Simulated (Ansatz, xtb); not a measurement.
**Relative energy of two structures of FGeH2NSn**

Structure I: a singlet given by its coordinates. Structure II: a singlet given by its coordinates. Both are isolated molecules in the gas phase, relaxed with PBE0-D3(BJ)/def2-SVP.

I (Å):

```csv
atom,x (Å),y (Å),z (Å)
F,-2.1005,1.0829,-2.5562
Ge,0.4367,1.4118,0.0206
N,-1.2736,1.0311,0.3550
Sn,-2.2551,2.3367,-1.0416
H,-0.1648,2.6799,-0.9901
H,-1.5992,0.2554,0.9254
```

Close contacts (Å): F1–Sn4 1.97, Ge2–N3 1.78, Ge2–Sn4 3.04, N3–Sn4 2.15, Ge2–H5 1.73, N3–H6 1.02, Sn4–H5 2.12.

II (Å):

```xyz
6

F    -0.6274   -1.0766   -0.6681
Ge   -0.6028   -0.1519    0.8453
N     1.1788    0.2817    0.7812
Sn    2.1662    1.4091    2.2019
H     1.7002   -0.0692   -0.0253
H     0.6263    1.5476    3.1077
```

Close contacts (Å): F1–Ge2 1.77, Ge2–N3 1.83, N3–Sn4 2.07, N3–H5 1.02, Sn4–H6 1.79.

Task: Which of the two would you expect CCSD(T)/def2-SVP + ΔMP2/def2-TZVPP electronic energies to favour?

Result: Not settled: CCSD(T)/def2-SVP + ΔMP2/def2-TZVPP gives E(II) − E(I) = +7.08 kJ/mol, but this leans on the basis-set step: CCSD(T) alone gives +0.02 kJ/mol.

Level by level:

| level | geometry | E(II) − E(I) (kJ/mol) | departure from the last row (kJ/mol) | job, with rough time for the two |
| --- | --- | --- | --- | --- |
| PBE0-D3(BJ)/def2-SVP | PBE0-D3(BJ)/def2-SVP | +5.79 | −1.29 | optimisation, 83 s |
| HF/def2-SVP | PBE0-D3(BJ)/def2-SVP | −25.60 | −32.68 | part of the CCSD(T) run |
| MP2/def2-SVP | PBE0-D3(BJ)/def2-SVP | +1.89 | −5.19 | part of the CCSD(T) run |
| CCSD(T)/def2-SVP | PBE0-D3(BJ)/def2-SVP | +0.02 | −7.06 | single point |
| CCSD(T)/def2-SVP + ΔMP2/def2-TZVPP | PBE0-D3(BJ)/def2-SVP | +7.08 |  | single point, 58 s |

HF/def2-SVP puts the two in the other order. MP2/def2-SVP, CCSD(T)/def2-SVP find them nearly level. The largest departure from CCSD(T)/def2-SVP + ΔMP2/def2-TZVPP is that of HF/def2-SVP, 32.68 kJ/mol. Levels run at GFN2-xTB geometries aren't shown. The last row adds to CCSD(T) the change of the MP2 difference between the two basis sets, here +7.06 kJ/mol.

With harmonic frequencies from PBE0-D3(BJ)/def2-SVP (ideal gas, rigid rotor, one conformer each, 298.15 K, 1 atm): on the last row, ΔE + ΔZPE = +5.46, ΔH = +6.54, ΔG = +3.42 kJ/mol.

The correlated steps freeze 15 core orbitals; the filled d shell of Ge and Sn is correlated, in a basis made for valence electrons. Atoms past krypton carry core potentials in the def2 sets and no spin–orbit term is included. Mirror images aren't counted in ΔG. Programs: Ansatz 0.2.0; the last row on 1 thread of Intel(R) Xeon(R) Platinum 8259CL CPU @ 2.50GHz (Skylake/Cascade Lake) on a shared host.
